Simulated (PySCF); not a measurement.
Geometry (Å), atoms numbered from 1 in this order:
```xyz
12

C    -1.9703    0.1613    0.6389
C    -0.9131   -0.2654   -0.0652
S    -0.8641   -1.7040   -0.9941
C     0.3635    0.5578   -0.0946
C     1.5325   -0.2941    0.3380
F     1.6227   -0.3955    1.6948
F     2.7373    0.2543   -0.0350
H    -1.9424    1.0790    1.2104
H    -2.8869   -0.4023    0.6624
H     0.5632    0.8759   -1.1224
H     0.2882    1.4392    0.5488
H     1.4705   -1.3067   -0.0873
```

Total charge -1.

Geometry: GFN2-xTB; GIAO shifts from PySCF 2.14.0 with density-fitted response routines, gas phase, non-relativistic, averaged over equivalent atoms.

At PBE0/pcSseg-1 (151 basis functions, about 40 core-seconds):
```json
{"atoms": "C2", "δ (ppm)": "171.2"}
{"atoms": "C5", "δ (ppm)": "131.3"}
{"atoms": "C1", "δ (ppm)": "96.9"}
{"atoms": "C4", "δ (ppm)": "54.6"}
{"atoms": "F6/F7", "δ (ppm)": "-144.2"}
{"atoms": "H12", "δ (ppm)": "8.04"}
{"atoms": "H8", "δ (ppm)": "4.47"}
{"atoms": "H9", "δ (ppm)": "4.40"}
{"atoms": "H10/H11", "δ (ppm)": "2.38"}
```

δ = σ(ref) − σ, references computed at the same level: TMS for 13C (σ = 186.93 ppm), 1H (σ = 31.72 ppm); 19F (σ = 170.95 ppm) vs CFCl3.

Predict the values at PBE0/aug-pcSseg-1 on the same geometry.

## Answers


| atoms | δ at PBE0/aug-pcSseg-1 | change |
| --- | --- | --- |
| C2 | 175.5 | +4.3 |
| C5 | 132.3 | +1.0 |
| C1 | 98.6 | +1.7 |
| C4 | 55.7 | +1.1 |
| F6/F7 | -145.6 | -1.4 |
| H12 | 8.55 | +0.51 |
| H8 | 4.60 | +0.13 |
| H9 | 4.85 | +0.45 |
| H10/H11 | 2.73 | +0.35 |

Shifts are taken against calculated references (same method and geometry level): 13C (σ = 187.35 ppm), 1H (σ = 31.66 ppm) vs TMS; CFCl3 for 19F (σ = 165.60 ppm).

The largest change is at C2 (fully substituted alkene carbon). Cost: 234 basis functions, of the order of 90 core-seconds. The order of the carbon signals is the same at both levels.

Unscaled 19F shifts against computed CFCl3 carry errors that often reach 10 to 50 ppm.
